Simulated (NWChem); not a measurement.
System: CH₃IOTe; SMILES [Te](OC)I

```xyz
7

Te     0.5980     1.0192    -0.0354
I      0.0202    -1.6352     0.0033
O     -1.1374     1.7616     0.5773
C     -2.2185     1.7616    -0.3232
H     -2.5496     0.7370    -0.5722
H     -3.0498     2.2774     0.1836
H     -1.9920     2.2945    -1.2641
```
Atoms are numbered in this order, from 1.

Level: PBE0/def2-SVP with def2 effective core potentials on Te, I (NWChem), optimised geometry, unscaled harmonic frequencies. def2 effective core potentials on Te, I; no spin-orbit coupling.

### Question
List the harmonic frequencies with IR intensities, and the thermochemistry.

### Answer
| frequency (cm⁻¹) | IR intensity (km/mol) |
|---|---|
| 69 | 1.3 |
| 122 | 1.2 |
| 193 | 0.7 |
| 216 | 19.6 |
| 284 | 3.1 |
| 563 | 46.2 |
| 1105 | 127.2 |
| 1168 | 1.9 |
| 1178 | 10.2 |
| 1448 | 8.2 |
| 1455 | 14.7 |
| 1475 | 18.7 |
| 3013 | 59.8 |
| 3101 | 26.4 |
| 3137 | 11.0 |

| Item | Value |
|---|---|
| zero-point energy | 26.5 kcal/mol |
| thermal correction to the enthalpy at 298.15 K (with zero-point energy) | 30.9 kcal/mol |
| heat capacity Cv | 17.3 cal/(mol K) |
| entropy at 298.15 K and 1 atm (symmetry number 1) | 85.9 cal/(mol K) |

Rigid rotor and harmonic oscillator; modes under 100 cm⁻¹ make the entropy uncertain.
